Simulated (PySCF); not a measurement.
**Spin states of CuF⁺**

Unrestricted PBE0; basis Cu def2-TZVPPD, F def2-TZVPPD; no relativity; PySCF 2.14. Outer shells of the fragments: Cu+ 3d10; F 2s2 2p5.

Followed along the bond (rough minima from three points):

```
2Ms+1   unpaired  ⟨S²⟩ at the start  R at minimum (Å)  Te (eV)
    2        σ ↑               0.76              1.69     0.00
    2        π ↑               0.76              1.74     0.26
    2        δ ↑               0.75              1.73     1.61
    4  σ ↑↑, π ↑               3.75  none in the scan   ≤ 4.11
```

Solutions found at the starting distance of 1.850 Å, counted from the lowest of them; the search is not exhaustive and high or unbound solutions are not listed, so other states can lie among these:

```
2Ms+1   unpaired   term  E (eV)  ⟨S²⟩  ⟨Lz²⟩  μ (D)
    2        σ ↑    ²Σ⁺    0.00  0.76   0.00  -4.88
    2        π ↑     ²Π    0.12  0.76   1.01  -3.95
    2        δ ↑     ²Δ    1.52  0.75   4.00  -6.39
    4  σ ↑↑, π ↑     ⁴Π    4.04  3.75   1.04   0.28
    2  σ ↑↑, π ↓  mixed    4.17  1.75   1.02   0.38
    4  σ ↑↑, δ ↑     ⁴Δ    4.92  3.75   4.00  -1.06
    4      σ ↑↑↑    ⁴Σ⁺    5.54  3.75   0.00   0.22
```

A term symbol is given only where ⟨S²⟩ and ⟨Lz²⟩ are close to those of a pure state; real π, δ and φ orbitals otherwise mix terms. A positive dipole points towards F; it is taken about the centre of mass and depends on that origin.

Compare the gap between the two lowest followed solutions at the starting distance with the gap between their minima.

At PBE0 the second solution (doublet, unpaired electrons π ↑) lies +0.12 eV from the first (doublet, unpaired electrons σ ↑) at 1.850 Å and +0.26 eV at the minima; the two curves relax by different amounts, since their minima lie near 1.74 and 1.69 Å.

Counting both spins, an empty level lies below a filled one in some of these solutions, because spin and occupation are held. With d or f electrons several states lie close, and the lowest PBE0 determinant need not be the measured ground state.
